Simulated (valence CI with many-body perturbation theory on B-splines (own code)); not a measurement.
**Level structure of Pb50+**

Level of theory: valence CI with perturbative core correlation (CI+MBPT): four valence electrons over a frozen Dirac-Fock core [Ar] 3d10, a basis of 11 s, 11 p, 9 d, 7 f, 5 g, 2 h, 1 i functions for each j, with the one-electron correlation potential Σ1 (screened to all orders), the two-electron term Σ2, the three-electron term Σ3, Breit, model QED; selected single and double excitations, second order for the rest (own B-spline code, finite nucleus).

No measured spectrum was set against this ion. As an estimate, large intervals hold to a few tenths of a per cent, small ones and those within an open d or f shell to about a per cent.

Levels 1 to 45 of 69, with energies above the lowest level, (4s^2 4p1/2^2) J=0. "Leading %" is the weight of the configuration and term that name the level; weights of strongly mixed levels are sums over their largest components and can fall short. In the jj column 3d3/2^4 stands for four electrons in 3d with j = 3/2. Lifetimes count E1, E2, E3, M1 and M2 decay at the calculated energies, and are blank where another channel may lead or the interval is too uncertain; long ones can be off by a factor of two.

```tsv
No.	Configuration	Term	J	E (eV)	Leading %	g	Leading jj	Lifetime
1	4s2 4p2	3P	0	0.00	69		4s^2 4p1/2^2 (100 %)	
2	4s2 4p2	3P	1	161.75	100	1.495	4s^2 4p1/2 4p3/2 (100 %)	37.4 ns
3	4s2 4p2	1D	2	166.71	64	1.170	4s^2 4p1/2 4p3/2 (99 %)	753 ns
4	4s 4p3	3P°	2	279.18	47	1.541	4s 4p1/2^2 4p3/2 (98 %)	29.6 ps
5	4s 4p3	3D°	1	296.15	34	1.087	4s 4p1/2^2 4p3/2 (94 %)	1.21 ps
6	4s2 4p2	3P	2	332.25	64	1.317	4s^2 4p3/2^2 (99 %)	15.6 ns
7	4s2 4p2	1S	0	342.94	68		4s^2 4p3/2^2 (99 %)	13.8 ns
8	4s2 4p 4d	3F°	2	343.31	74	0.758	4s^2 4p1/2 4d3/2 (99 %)	41.9 ps
9	4s2 4p 4d	3D°	1	365.00	50	0.849	4s^2 4p1/2 4d3/2 (94 %)	300 fs
10	4s2 4p 4d	3P°	2	388.74	44	1.303	4s^2 4p1/2 4d5/2 (94 %)	2.15 ps
11	4s2 4p 4d	3F°	3	389.89	51	1.116	4s^2 4p1/2 4d5/2 (96 %)	2.93 ps
12	4s 4p3	3D°	2	437.58	49	1.532	4s 4p1/2 4p3/2^2 (94 %)	2.05 ps
13	4s 4p3	3D°	3	447.43	95	1.316	4s 4p1/2 4p3/2^2 (95 %)	2.87 ps
14	4s 4p3	3P°	0	453.87	96		4s 4p1/2 4p3/2^2 (96 %)	1.70 ps
15	4s 4p2 4d	3D	1	462.13	43	0.440	4s 4p1/2^2 4d3/2 (98 %)	12.6 ps
16	4s 4p3	3P°	1	462.37	45	1.291	4s 4p1/2 4p3/2^2 (95 %)	976 fs
17	4s 4p3	1D°	2	464.52	70	1.086	4s 4p1/2 4p3/2^2 (91 %)	677 fs
18	4s 4p3	3S°	1	466.22	37	1.354	4s 4p1/2 4p3/2^2 (97 %)	519 fs
19	4s 4p2 4d	3D	2	466.41	30	1.141	4s 4p1/2^2 4d3/2 (96 %)	12.7 ps
20	4s 4p2 4d	3D	3	505.05	34	1.350	4s 4p1/2^2 4d5/2 (96 %)	2.47 ps
21	4s 4p2 4d	3F	2	514.08	27	1.031	4s 4p1/2^2 4d5/2 (94 %)	2.42 ps
22	4s2 4p 4d	3D°	2	523.62	50	1.049	4s^2 4p3/2 4d3/2 (91 %)	342 fs
23	4s2 4p 4d	3P°	1	525.67	55	1.114	4s^2 4p3/2 4d3/2 (94 %)	398 fs
24	4s2 4p 4d	3P°	0	525.91	95		4s^2 4p3/2 4d3/2 (95 %)	420 fs
25	4s2 4p 4d	3F°	3	525.94	44	1.097	4s^2 4p3/2 4d3/2 (94 %)	462 fs
26	4s2 4p 4d	3F°	4	547.05	99	1.244	4s^2 4p3/2 4d5/2 (99 %)	33.8 ns
27	4s2 4p 4d	3P°	2	552.01	43	1.250	4s^2 4p3/2 4d5/2 (94 %)	4.21 ps
28	4s2 4p 4d	3D°	3	567.77	59	1.195	4s^2 4p3/2 4d5/2 (95 %)	907 fs
29	4s2 4p 4d	1P°	1	571.10	63	1.074	4s^2 4p3/2 4d5/2 (96 %)	1.49 ps
30	4p4	3P	2	581.71	58	1.295	4p1/2^2 4p3/2^2 (86 %)	773 fs
31	4s2 4p 4f	3G	3	585.75	68	0.821	4s^2 4p1/2 4f5/2 (94 %)	4.27 ps
32	4p4	1S	0	590.42	56		4p1/2^2 4p3/2^2 (87 %)	840 fs
33	4s2 4p 4f	3F	2	592.74	45	0.873	4s^2 4p1/2 4f5/2 (94 %)	3.40 ps
34	4s2 4p 4f	3D	3	600.39	48	1.197	4s^2 4p1/2 4f7/2 (93 %)	3.51 ps
35	4s2 4p 4f	3G	4	600.55	41	1.084	4s^2 4p1/2 4f7/2 (93 %)	5.32 ps
36	4s 4p2 4d	5D	0	613.69	83		4s 4p1/2 4p3/2 4d3/2 (96 %)	10.2 ps
37	4s 4p2 4d	5D	1	613.99	53	1.149	4s 4p1/2 4p3/2 4d3/2 (99 %)	13.8 ps
38	4s 4p2 4d	5F	2	614.67	43	1.097	4s 4p1/2 4p3/2 4d3/2 (94 %)	3.50 ps
39	4s 4p2 4d	5F	3	618.17	42	1.146	4s 4p1/2 4p3/2 4d3/2 (93 %)	11.5 ps
40	4s 4p3	3P°	2	622.73	49	1.433	4s 4p3/2^3 (95 %)	711 fs
41	4s 4p2 4d	3F	4	627.82	28	1.178	4s 4p1/2 4p3/2 4d3/2 (88 %)	16.6 ps
42	4s 4p2 4d	3F	2	635.40	65	0.910	4s 4p1/2 4p3/2 4d3/2 (90 %)	857 fs
43	4s 4p2 4d	3D	3	639.25	31	1.323	4s 4p1/2 4p3/2 4d3/2 (86 %)	438 fs
44	4s 4p3	1P°	1	639.89	38	1.189	4s 4p3/2^3 (97 %)	353 fs
45	4s 4p2 4d	3P	1	640.12	24	1.490	4s 4p1/2 4p3/2 4d3/2 (96 %)	442 fs
```

The ionisation energy to 4s2 4p 2P°_1/2 of the next ion comes out as 2967.1 eV (NIST: 2965 ± 4 eV (theoretical)). All 69 levels together are meant to be complete up to 709.39 eV.
